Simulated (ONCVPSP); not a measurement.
# What one change does to a pseudopotential (Al (Z = 13), ONCV)

| Quantity | Value |
| --- | --- |
| Element | aluminium (Al) |
| Generator | ONCVPSP 4.0.1 |
| Type | optimised norm-conserving Vanderbilt (ONCV) |
| Functional | Wu-Cohen |
| Relativity | non-relativistic |
| Frozen core | [Ne] |
| Valence charge | 3 |
| Reference configuration | 3s2 3p1 |
| Partial waves | 3s: rc 1.80 bohr, ncon 4, nbas 7, qcut 3.9 1/bohr, 3 projectors, debl 2.8 Ha; 3p: rc 2.60 bohr, ncon 3, nbas 6, qcut 3.3 1/bohr, 2 projectors, debl 1 Ha |
| Local potential | polynomial inside 1.75 bohr (lpopt 1, dvloc0 1 Ha) |
| Core correction | Teter function, fcfact 1.75, rcfact 1.7 |

All-electron outer shells of the reference configuration (Wu-Cohen, non-relativistic, ld1.x):

```tsv
shell	level (eV)	outermost node (bohr)	outermost maximum (bohr)
2s	-107.49	0.17	0.50
2p	-69.70	–	0.43
3s	-7.70	0.80	2.09
3p	-2.69	0.82	2.64
```

Change: s: qcut 5.4; p: qcut 4.6.

Cutoffs: the cutoffs (Ha) at which the residual kinetic energy of the hardest occupied pseudo-wave falls to 1 and 0.1 mHa per electron; they do not see the model core or the augmentation charge, which bear on the density cutoff. Errors are all-electron minus pseudo energies relative to the spin-unpolarised reference configuration.

Q: What does the change do?

A: The potential gets neither clearly harder nor softer (5.7 Ha and 7.5 Ha → 5.8 Ha and 7.5 Ha); a bound ghost appears in s, which as a rule spoils a file; of the 4 tests that both files solve, the error grows in 1 and shrinks in 0 by more than 15 % and 0.3 meV (median size 11.2 → 14.2 meV).

```tsv
quantity	base	changed
cutoff, loose	5.7 Ha	5.8 Ha
cutoff, tight	7.5 Ha	7.5 Ha
loose cutoff by channel	s 5.7 Ha, p 2.0 Ha	s 5.8 Ha, p 2.1 Ha
bound ghosts	none	s
GHOST(+) flags under 300 eV	s at 230.8 eV	none
error for 3s2 3p0, meV [ΔE 5.75 eV]	+2.9	+3.3
error for 3s1 3p0, meV [ΔE 24.91 eV]	-59	-56
error for 3s2 3p0.5, meV [ΔE 2.08 eV]	+0.8	+0.8
error for 3s0 3p3, meV [ΔE 10.35 eV]	-20	-25
s: phases at 1.83 bohr within 0.05 rad from the reference energy up to (Ha; the scan ends near 5)	to the end of the scan	to the end of the scan
p: phases at 2.65 bohr within 0.05 rad from the reference energy up to (Ha; the scan ends near 5)	1.9	1.9
rms error of d²Exc/dni dnj with the model core, mHa	1.60	1.59
```

Base: The cutoffs count occupied waves only; projector 3 of the s channel, the hardest unoccupied one, needs 65 Ha at the loose tolerance. Changed file: The cutoffs count occupied waves only; projector 3 of the s channel, the hardest unoccupied one, needs 23 Ha at the loose tolerance. A true bound ghost makes a file unfit for plane-wave use even where its test errors are small: the radial tests pick states by their node count and pass the ghost by.
